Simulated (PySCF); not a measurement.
# Nb⁺ (niobium, charge +1) across methods

[Kr] 4d3 5p1, one real determinant (an excited configuration). Calculation: PySCF 2.14, in aug-cc-pwCVDZ-PP with ECP28MDF (6s6p5d3f, 70 functions); a scalar-relativistic core potential.

```
method  E (hartree)  mean ε 4p β (eV)  mean ε 4d α (eV)  mean ε 5p α (eV)  Σ⟨r²⟩ (bohr²)   ⟨S²⟩
r2SCAN     -56.2547           -44.344           -13.678            -7.726          45.49  6.002
  BP86     -56.2864           -43.821           -13.399            -7.779          45.53  6.001
 wB97X     -56.2043           -48.539           -16.935            -9.426          46.20  6.001
   M06     -56.1615           -45.816           -14.345            -7.893          46.12  6.000
   LDA     -56.0621           -43.664           -13.318            -7.735          45.71  6.000
   PBE     -56.2313           -43.655           -13.337            -7.677          45.74  6.001
   UHF    -55.78451           -51.267           -18.646            -9.212          47.37  6.005
  PBE0     -56.2210           -45.848           -14.797            -8.161          45.87  6.001
 B97-3     -56.2282           -46.074           -14.687            -8.063          45.82  6.001
```

⟨L²⟩ = 14.02 against 20 for a pure G term, so this real determinant mixes terms. Energies and moments cover only the electrons outside the core potential.
